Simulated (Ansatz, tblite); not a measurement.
Spin states of the cluster Na₃Sb (the lowest singlet isomer of a short search), each relaxed with r2SCAN-D4/def2-TZVP in Ansatz. Electronic energies in the gas phase.

In the def2 sets Sb takes a core potential; there is no spin–orbit coupling. The xTB rows come from tblite. Correlated methods freeze 7 core orbitals; core or outer-core shells of Na, Sb are correlated, in sets that lack core-valence functions. The structure comes from a short search, and lower isomers may exist.

Singlet geometry (C3v within 0.1 Å):

Cartesian coordinates in Å:
```
Na 0.977 -0.722 2.012
Na -0.203 2.320 -0.315
Na -1.696 -1.351 -0.906
Sb 0.922 -0.247 -0.791
```

Triplet geometry (D3h within 0.1 Å):

```csv
atom,x (Å),y (Å),z (Å)
Na1,0.332,1.694,-2.361
Na2,-2.309,0.374,1.755
Na3,1.975,-2.071,0.604
Sb4,0.002,0.003,0.002
```

Quintet geometry (Cs within 0.1 Å):

```xyz
4

Na   -0.236   -2.364   -0.527
Na   -0.734    1.449    1.811
Na   -1.055    0.687   -1.345
Sb    2.026    0.227    0.061
```

⟨S²⟩: triplet 2.01 at PBE0-D4/def2-TZVP (pure 2.00), quintet 6.01 at PBE0-D4/def2-TZVP (pure 6.00).

Run but left out: HF/STO-3G (singlet: restricted singlet, unstable in another Hartree–Fock run and untested here); HF/def2-TZVP (singlet: restricted singlet, unstable towards broken spin symmetry); GFN2-xTB (tight binding far off the other levels).

Only these spin states were relaxed. The quintet has other bonds than the singlet, so the gap mixes isomer and spin.

Problem. Estimate which spin state lies lowest at each of these levels, and by how much: GFN1-xTB; PBE-D4/def2-TZVP; revPBE-D4/def2-TZVP; r2SCAN-D4/def2-TZVP; PBE0-D4/def2-TZVP; BHLYP-D4/def2-TZVP; CAM-B3LYP-D4/def2-TZVP; ωB97X-V/def2-TZVP; B2PLYP/def2-TZVP; RPA@PBE/def2-TZVP; MP2/def2-TZVP.

Solution. 
| level | triplet − singlet (kcal/mol) | quintet − singlet (kcal/mol) | lowest of these | remarks |
| --- | --- | --- | --- | --- |
| GFN1-xTB | 71.7 | 83.8 | singlet | – |
| PBE-D4/def2-TZVP | 20.5 | 55.6 | singlet | – |
| revPBE-D4/def2-TZVP | 19.0 | 51.6 | singlet | – |
| r2SCAN-D4/def2-TZVP | 18.3 | 51.8 | singlet | – |
| PBE0-D4/def2-TZVP | 19.3 | 52.0 | singlet | – |
| BHLYP-D4/def2-TZVP | 17.6 | 52.1 | singlet | – |
| CAM-B3LYP-D4/def2-TZVP | 19.3 | 54.0 | singlet | – |
| ωB97X-V/def2-TZVP | 22.5 | 56.2 | singlet | – |
| B2PLYP/def2-TZVP | 22.0 | 58.7 | singlet | – |
| RPA@PBE/def2-TZVP | 19.1 | 50.3 | singlet | – |
| MP2/def2-TZVP | 25.7 | 58.4 | singlet | restricted SCF unstable (singlet) |

Change of the quintet − singlet gap on mixing in exact exchange, in kcal/mol: PBE to PBE0 (25 % exact exchange) -3.5. The xTB methods have no term that favours high spin, so they put low spin too low.
